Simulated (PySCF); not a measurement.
# Cost of excited-state runs on `CN1CC=C1[C@@H]1CCO1`, C7H11NO

Atoms are numbered as in `[CH3:1][N:2]1[CH2:3][CH:4]=[C:5]1[C@@H:6]1[CH2:7][CH2:8][O:9]1`. Hydrogens are named by the atom that carries them. Ha(C7), Ha(C8) are cis to C5 on the ring; Ha(C3) is pro-R; Hb(C3) is pro-S; Hb(C7), Hb(C8) are trans to C5 on the ring.

PySCF with density fitting, on 1 thread of an Arm Neoverse V1, shared host. Command: `OMP_NUM_THREADS=1 python excited_run.py task.json out`

(1) How long does each of these runs take, and how much memory?
- magnetisability and related constants, HF/pcSseg-1; usual settings
- magnetisability and related constants, KT3/pcseg-1; SCF tolerance 1e-11 Eh

Results:

(1) 
| run | level | basis functions | wall time | peak memory (GiB) |
| --- | --- | --- | --- | --- |
| magnetisability and related constants | HF/pcSseg-1 | 208 | 22 s | 0.92 |
| magnetisability and related constants | KT3/pcseg-1 | 181 | 32 s | 0.71 |

Times from a shared host are rough.
